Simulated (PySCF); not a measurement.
**Electronic structure of S (sulfur, neutral) at the UHF level**

Configuration: [Ne] 3s2 3p4, high-spin 3P determinant. Computed with PySCF 2.14 in 6-31G* (4s3p1d, 18 functions), with the non-relativistic Hamiltonian (point nucleus).

```json
{
 "Total energy": "-397.474635 hartree",
 "One-electron energy": "-549.4153 hartree",
 "Hartree (Coulomb) energy": "176.9770 hartree",
 "Exchange energy": "-25.0363 hartree",
 "Kinetic energy": "397.57933 hartree",
 "⟨S²⟩": "2.0057",
 "⟨L²⟩": "2.018",
 "Sum of ⟨r⟩": "15.45 bohr",
 "Sum of ⟨r²⟩": "28.97 bohr²",
 "Traceless quadrupole moment −½Σ⟨3z² − r²⟩ along its main axis": "-2.22 e·bohr²",
 "Density at the nucleus (Gaussians lack the cusp)": "2510 bohr⁻³",
 "Spin density at the nucleus": "0.191 bohr⁻³",
 "Langevin diamagnetic susceptibility": "-22.9 ×10⁻⁶ cm³/mol",
 "Time after the integrals": "0.05 s of wall time on 1 thread of Intel(R) Xeon(R) Platinum 8488C (shared host)"
}
```

```tsv
shell	electrons	mean orbital energy (hartree)	spread (hartree)	rms radius, mean of both spins (bohr)
1s α	1	-91.99314	0	0.113
1s β	1	-91.97513	0	0.113
2s α	1	-9.00745	0	0.518
2s β	1	-8.98860	0	0.518
2p α	3	-6.69305	0.02152	0.491
2p β	3	-6.65990	0.01352	0.491
3s α	1	-0.98718	0	1.86
3s β	1	-0.77068	0	1.86
3p α	3	-0.46047	0.06686	2.24
3p β	1	-0.37154	0	2.24
```
